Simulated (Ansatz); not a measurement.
A family of molecules: the HOMO–LUMO gap

Gas-phase molecules, one atom swapped for its congeners: BH(CH3)2(OH2); BH(CH3)2(SH2); BH(CH3)2(SeH2). All are singlets with charge 0.

Shapes, held fixed at every level: PBE0-D4/def2-TZVP. Flexible molecules stand in one conformer, not always the lowest. Programs: Ansatz 0.2.0. Values in eV.

(1) How should the HOMO–LUMO gap change along the series?

Answers

(1) At wB97X-V/def2-TZVPP the HOMO–LUMO gap isn't monotonic: it is largest for S and smallest for Se (12.30 and 11.77 eV). 5 of 6 levels show this order throughout; 5 agree on the largest and the smallest. Relativity is left out for Se. Orbital gaps aren't excitation energies, and the LUMO depends on the basis.

```
                level  BH(CH3)2(OH2)  BH(CH3)2(SH2)  BH(CH3)2(SeH2)
    PBE-D4/def2-TZVPP           5.36           5.37            5.18
  B3LYP-D4/def2-TZVPP           7.07           7.24            6.88
  BHLYP-D4/def2-TZVPP           9.64           9.97            9.35
r2SCAN0-D4/def2-TZVPP           8.29           8.08            7.69
   wB97M-V/def2-TZVPP          11.45          11.86           11.43
   wB97X-V/def2-TZVPP          12.04          12.30           11.77
```
